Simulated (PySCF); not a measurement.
C6H10F2Si2.
SMILES with atom numbers: `[CH:1]#[C:2][SiH2:3][Si@H:4]1[CH2:5][C@@H:6]([CH:7]([F:8])[F:9])[CH2:10]1`

Cartesian coordinates in Å at the GFN2-xTB level; atoms count from 1:
```
atom  x, y, z in Å
C1     4.6397   -0.5291   -1.0564
C2     3.4619   -0.7659   -1.0007
Si3    1.6502   -1.1413   -0.9313
Si4    0.6768    0.4791    0.4042
C5    -0.7640    1.5128   -0.3490
C6    -1.7958    0.6997    0.4505
C7    -2.5277   -0.2641   -0.4612
F8    -1.6580   -1.0936   -1.1012
F9    -3.3628   -1.0771    0.2346
C10   -0.8652   -0.0442    1.4247
H11    5.6708   -0.3223   -1.1036
H12    1.5338   -2.4960   -0.3735
H13    1.1856   -1.1521   -2.3240
H14    1.5560    1.3516    1.2039
H15   -0.7732    2.5610   -0.0593
H16   -0.9281    1.4707   -1.4245
H17   -2.5574    1.3075    0.9461
H18   -3.1284    0.2389   -1.2359
H19   -1.0998   -1.1031    1.5091
H20   -0.9194    0.3783    2.4253
```

NICS = −σ at a ghost point: NICS(0) at the centroid of the ring atoms, NICS(1) 1 Å to either side along the normal of their mean plane, zz for the tensor component along that normal. Level: GIAO PBE0/pcSseg-1 (PySCF, non-relativistic, gas phase) on the GFN2-xTB geometry, one conformer.

Ring bond lengths (Å), with Mayer bond orders in brackets: Si4–C5 1.927 (0.90), C5–C6 1.538 (0.96), C6–C10 1.539 (0.96), C10–Si4 1.922 (0.91).

Problem. Give the NICS values of each ring in ppm.

Solution. 
```tsv
ring	type	NICS(0)	NICS(1), two faces	NICS(1)zz, two faces	rms pucker (Å)	centre to ring atoms, mean (Å)
Si4–C5–C6–C10	4-membered ring with Si; formal bonds all single	1.1	0.0 / -1.1	5.5 / 1.6	0.08	1.22
```

Problem. What do they say, and how far can they be read as aromaticity?

Solution. 
- Si4–C5–C6–C10: mean NICS(1)zz 3.6 ppm, deshielded. Si4, C5, C6, C10 have four or more neighbours, and the NICS criterion for π rings isn't applied. The two faces differ by 3.9 ppm, so no symmetry operation interchanges them.

Problem. List the ring angles and the Hirshfeld charges of the ring atoms.

Solution. 
- Si4–C5–C6–C10: Si4 75.7° (+0.280 e), C5 90.8° (-0.167 e), C6 100.3° (-0.045 e), C10 91.0° (-0.171 e); sum 357.9° against 360° for a flat convex ring.
